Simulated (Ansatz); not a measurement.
Reaction (redistribution): `F[Si]([SiH3])(Cl)Cl` + `S[S][GeH3]` → `[SiH3]SS` + `F[Si](Cl)(Cl)[GeH3]`

Gas-phase electronic energies from Ansatz, PBE0-D4/def2-TZVP geometries. CCSD(T)/CBS adds triple-zeta CCSD(T) − MP2 to the extrapolated MP2 energy (def2 sets, frozen cores). Functionals use def2-TZVPP. For Ge outer-core shells are correlated without core-valence functions, which leaves a few kJ/mol of doubt a bond. Scalar relativity is left out up to krypton. One conformer a species, not always the lowest.

`F[Si]([SiH3])(Cl)Cl`:

```xyz
8

F     1.572   -1.605   -0.247
Si    0.476   -0.586   -0.783
Si   -0.484    0.619    0.966
Cl   -0.924   -1.682   -1.780
Cl    1.408    0.652   -2.108
H    -1.492    1.538    0.384
H     0.577    1.391    1.661
H    -1.133   -0.328    1.907
```

`S[S][GeH3]`:

Cartesian coordinates in Å:
```
S 0.357 1.168 1.878
S -0.321 1.486 -0.039
Ge 0.122 -0.520 -0.916
H -0.784 0.692 2.413
H -0.709 -1.578 -0.175
H -0.286 -0.437 -2.396
H 1.621 -0.810 -0.766
```

`[SiH3]SS`:

```xyz
7

Si    0.720   -0.487   -0.517
S    -1.363    0.010   -0.616
S    -1.609    0.482    1.379
H     0.939   -1.588    0.450
H     1.507    0.704   -0.110
H     1.106   -0.912   -1.888
H    -1.300    1.790    1.301
```

`F[Si](Cl)(Cl)[GeH3]`:

```xyz
8

F    -1.323   -0.527    1.771
Si   -0.864   -0.658    0.256
Cl   -0.379   -2.612   -0.055
Cl   -2.475   -0.188   -0.900
Ge    0.972    0.773   -0.193
H     2.149    0.381    0.708
H     0.558    2.225    0.079
H     1.362    0.607   -1.667
```

| level | ΔE (kcal/mol) |
| --- | --- |
| BHLYP-D4 | -5.5 |
| BHLYP | -5.3 |

Q: What does CCSD(T)/CBS give? (Estimate.)

A: The calculation gave: -6.1 kcal/mol. The listed levels differ from it by 0.6, 0.8 kcal/mol.

Q: What do rigid-rotor, harmonic-oscillator terms from PBE0-D4/def2-TZVP frequencies (298.15 K, 1 bar) make of the CCSD(T)/CBS value? (Estimate.)

A: The calculation gave: ΔZPE = +0.2 kcal/mol, ΔH = -5.9 kcal/mol, ΔS = -2 J/(mol·K), ΔG = -5.8 kcal/mol.

Largest T1 diagnostic among the species: 0.012.

Leaving LDA and LC-ωPBE aside and taking each functional with its dispersion term where it has one, the values, not all of them listed here, spread over 1.5 kcal/mol, from ωB97M-V to B97M-V. LDA lies −0.8 kcal/mol from PBE without D4. In def2-TZVPP, CCSD(T) changes the Hartree–Fock value by −1.0 kcal/mol (the triples alone add −0.0 kcal/mol) and MP2 by −1.8 kcal/mol. At CCSD(T), def2-SVP lies +1.3 kcal/mol from the extrapolated value and def2-TZVPP +0.5 kcal/mol.
